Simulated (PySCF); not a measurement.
A PySCF script (with the pyscf-properties extension) for the NMR shieldings of SMILES N#CCC#C[C@@H]1CC[B@@H-]1[NH3+], C₇H₁₁BN₂, on a GFN2-xTB geometry:

```python
import basis_set_exchange as bse
import numpy as np
from pyscf import gto, dft
from pyscf.prop import nmr

atoms = """
N     2.560589    2.238965   -1.357145
C     2.602422    2.076139   -0.223790
C     2.497184    1.775447    1.182199
C     1.260439    1.003081    1.274415
C     0.213771    0.416084    1.184802
C    -1.000791   -0.295391    0.941130
C    -0.842469   -1.817553    0.711370
C    -1.653533   -1.810207   -0.597508
B    -1.604939   -0.182076   -0.600433
N    -0.379073    0.293788   -1.561526
H     3.363387    1.194432    1.514771
H     2.436635    2.699655    1.765269
H    -1.723502   -0.081635    1.728801
H    -1.246464   -2.439595    1.510182
H     0.201685   -2.099195    0.560371
H    -1.179170   -2.362617   -1.412048
H    -2.641270   -2.244260   -0.452066
H    -2.548793    0.494047   -0.834923
H    -0.077745    1.235540   -1.321003
H    -0.649677    0.258348   -2.539624
H     0.402393   -0.336053   -1.401161
"""
names = dict.fromkeys(["N", "C", "B", "H"], "pcSseg-1")
basis = {el: gto.basis.parse(bse.get_basis(n, elements=[el], fmt="nwchem")) for el, n in names.items()}
mol = gto.M(atom=atoms, basis=basis, charge=0, verbose=0)
mf = dft.RKS(mol, xc="PBE0")
mf.grids.level = 2
mf.grids.alignment = dft.numint.BLKSIZE   # the property module wants whole blocks of grid points
mf.conv_tol = 1e-9
mf.kernel()

calc = nmr.RKS(mf)   # GIAO
C = mf.mo_coeff
Co = C[:, mf.mo_occ > 0]
resp = mf.gen_response(singlet=True, hermi=2)
def vind(x):   # induced exchange potential for any number of trial vectors
    d = np.einsum("pi,xij,qj->xpq", C, 2 * x.reshape(-1, C.shape[1], Co.shape[1]), Co, optimize=True)
    return np.einsum("xpq,pi,qj->xij", resp(d - d.transpose(0, 2, 1)), C, Co, optimize=True).ravel()
mo1, _ = nmr.rhf.solve_mo1(calc, with_cphf=vind)
sigma = calc.kernel(mo1)
for i, s in enumerate(sigma):   # ppm
    print("%2d %-2s %9.2f" % (i, mol.atom_pure_symbol(i), np.trace(s) / 3))
```

Problem. What does it print?

Solution. 
```
 0 N     -26.06
 1 C      59.37
 2 C     176.94
 3 C     112.91
 4 C      79.89
 5 C     174.37
 6 C     157.60
 7 C     176.67
 8 B     113.20
 9 N     213.04
10 H      28.50
11 H      28.49
12 H      29.75
13 H      29.09
14 H      29.80
15 H      31.55
16 H      30.65
17 H      28.78
18 H      27.72
19 H      28.64
20 H      28.29
```

These numbers come from an equivalent density-fitted implementation of the same equations, which agrees with the script to about 0.01 ppm for H and up to a few tenths of a ppm for heavy atoms, so last digits may differ.

Size and cost of the density-fitted run: 225 basis functions, 58 s wall time on 1 thread of an Arm Neoverse V1, shared host; peak memory 1 GiB.
